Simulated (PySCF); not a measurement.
## Static response to an electric field

C₆H₁₅Cl₃SSi₂.
SMILES with atom numbers: `[CH3:1][CH2:2][CH2:3][CH2:4][S:5][Si@:6]([CH3:7])([Cl:8])[Si:9]([CH3:10])([Cl:11])[Cl:12]` (hydrogens: H13, H14, H15 on C1; H16, H17 on C2; H18, H19 on C3; H20, H21 on C4; H22, H23, H24 on C7; H25, H26, H27 on C10)

Structure used (PBE0-D3(BJ)/def2-SVP), in Å, numbered top down from 1:
```xyz
27
C6H15Cl3SSi2 angstrom
C      4.387   -0.256   -0.362
C      2.884   -0.070   -0.238
C      2.467    0.554    1.086
C      0.968    0.739    1.244
S      0.105   -0.881    1.401
Si    -1.382   -0.776   -0.105
C     -2.205   -2.447   -0.182
Cl    -0.549   -0.303   -1.972
Si    -2.928    0.944    0.223
C     -4.107    1.203   -1.191
Cl    -1.921    2.729    0.564
Cl    -4.012    0.489    1.934
H      4.774   -0.919    0.429
H      4.921    0.704   -0.274
H      4.660   -0.701   -1.330
H      2.372   -1.039   -0.352
H      2.511    0.560   -1.065
H      2.935    1.550    1.191
H      2.854   -0.052    1.924
H      0.550    1.289    0.389
H      0.725    1.310    2.151
H     -1.451   -3.233   -0.338
H     -2.929   -2.485   -1.010
H     -2.734   -2.643    0.763
H     -4.722    0.302   -1.343
H     -4.773    2.054   -0.986
H     -3.538    1.405   -2.111
```

Level: PBE0/def2-SVPD (PySCF), static field, nuclei fixed, core orbitals frozen in the response. The polarisability tensor in these axes (au):

```
x   216.99   0.62   0.78
y     0.62 174.97   2.44
z     0.78   2.44 173.46
```

Question: Diagonalise the tensor; give its mean and Δα, where Δα² is half the sum of the squared differences of the eigenvalues.

Answer: Principal values 171.66, 176.75 and 217.01 au; mean 188.47 au = 27.93 Å³ = 31.07 × 10⁻⁴⁰ C²·m²/J; Δα = 43.03 au (23 % of the mean).

Question: What is the dipole moment, and where does it point?

Answer: (-0.28, -0.60, -1.08) D, 1.27 D in size, pointing from the negative to the positive side. Measured along this direction, the outermost atoms are H21 at the negative end and H23 at the positive end.

Question: Traceless (Buckingham) quadrupole moment about the centre of nuclear charge: eigenvalues?

Answer: -13.27, -1.42, 14.69 D·Å. The values depend on the origin, since the dipole doesn't vanish. The electronic extent ⟨r²⟩ about the same centre is 5004 bohr², a root-mean-square distance of 3.10 Å for the 146 electrons.

Question: In TDDFT the mean static polarisability is Σ f/ω² over all singlet excitations (ω in hartree). How much of it do the 10 lowest give? Their energies (eV) and oscillator strengths: 5.09, 0.0154; 5.61, 0.0303; 5.99, 0.0193; 6.19, 0.0644; 6.37, 0.0086; 6.40, 0.0684; 6.53, 0.0838; 6.93, 0.0281; 7.02, 0.0169; 7.07, 0.0532.

Answer: They add up to 7.12 au, 3.8 % of the 188.47 au; the largest single term is 1.45 au, from the state at 6.53 eV. Terms in order: 0.44, 0.71, 0.40, 1.25, 0.16, 1.24, 1.45, 0.43, 0.25, 0.79 au. Higher excitations give the rest. The strengths listed sum to 0.389.

Question: In a dilute gas of rigid molecules at 500 K, how does the orientational term μ²/3kT compare with the electronic polarisability?

Answer: In Gaussian units μ²/3kT = 7.82 Å³ against 27.93 Å³, a ratio of 0.28; the Debye molar polarisation (4π/3)N_A(α + μ²/3kT) is 90.2 cm³/mol, leaving out the vibrational part.

Question: What depolarisation ratio follows for Rayleigh scattering of linearly polarised light, taking the static tensor?

Answer: ρ = 3Δα²/(45ᾱ² + 4Δα²) = 5556.0/(1598463 + 7407.9) = 0.00346.

Geometry: PBE0-D3(BJ)/def2-SVP, one conformer, isolated molecule.
